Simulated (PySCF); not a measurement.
SMILES [O]B(O)O (H2BO3), doublet (PBE0/def2-SVP optimised geometry):

```
6

O     -1.068    -1.583    -0.001
B     -0.466    -0.347     0.000
O      0.894    -0.347     0.000
O     -1.307     0.723     0.000
H      1.307     0.520    -0.004
H     -0.879     1.583     0.003
```

Computed with unrestricted PBE0/def2-TZVP (PySCF).

### Question
What are the frontier orbital energies (α orbitals alone; a β orbital can be the lowest empty one) and the dipole moment?

### Answer
HOMO-2 -10.46 eV, HOMO-1 -9.89 eV, HOMO -9.77 eV, LUMO -0.05 eV, LUMO+1 1.93 eV; dipole moment 3.93 D.

On the same geometry unrestricted PBE/def2-TZVP run with PySCF gives HOMO-2 -8.63 eV, HOMO-1 -8.11 eV, HOMO -7.90 eV, LUMO -0.91 eV, LUMO+1 0.99 eV; dipole moment 3.88 D.

Meta-Löwdin charges at PBE0/def2-TZVP: O1 -0.22, B2 0.58, O3 -0.53, O4 -0.53, H5 0.36, H6 0.36.
